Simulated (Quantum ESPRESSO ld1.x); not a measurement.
Task: These are the eigenvalues of the occupied orbitals of an atom or ion with whole-number occupations (eV). Calculated with ld1.x of Quantum ESPRESSO 7.5: Dirac Kohn-Sham, PBEsol, spin-unpolarised, spherical densities, point nucleus.

1s1/2: -15934.0
2s1/2: -2169.50
2p1/2: -1976.04
2p3/2: -1907.70
3s1/2: -347.175
3p1/2: -276.943
3p3/2: -266.457
3d3/2: -143.082
3d5/2: -141.251
4s1/2: -54.6882
4p1/2: -37.3048
4p3/2: -36.1145

Which element is it, and in what charge state? The configuration may be excited. Open shells, if any, fill j = l - 1/2 first.

Result: Z = 38, strontium, charge +2: Sr2+ in [Kr]. The list shows which subshells hold electrons but not how many an open one holds; the 1s level, -585.56 hartree, gives Z - s = 34.2 by -(Z - s)^2/2, which with screening and relativity narrows Z to a few neighbours, and the depths of the outer levels then fix element, charge and occupations together.
